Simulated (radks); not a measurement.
Q: The mean radii <r> (bohr) of the occupied orbitals of an atom or ion are listed with their occupations. Method: scalar-relativistic Kohn-Sham, TASK exchange with Perdew-Wang LDA correlation, spin-polarised, spherical densities, finite nucleus; meta-GGA in the generalised Kohn-Sham scheme; Fermi nuclear charge, rms radius of each element as measured or else 0.836 A^(1/3) + 0.57 fm; computed with a radial shooting solver on a logarithmic mesh with Libxc functionals.

| orbital | occ. | <r> |
|---|---|---|
| 1s | 2 | 0.5728 |

Name the element and its charge. Open shells, if any, are filled with parallel spins first.

A: Z = 3, lithium, charge +1: Li+ in [He]. The 1s radius gives Z: for a bare nucleus <r> = (2 gamma + 1)/(2Z) with gamma = sqrt(1 - (Z/c)^2), 0.4999 bohr for Z = 3, and screening makes it slightly larger (0.5728 here). The occupations add up to 2, and the charge is Z minus that.
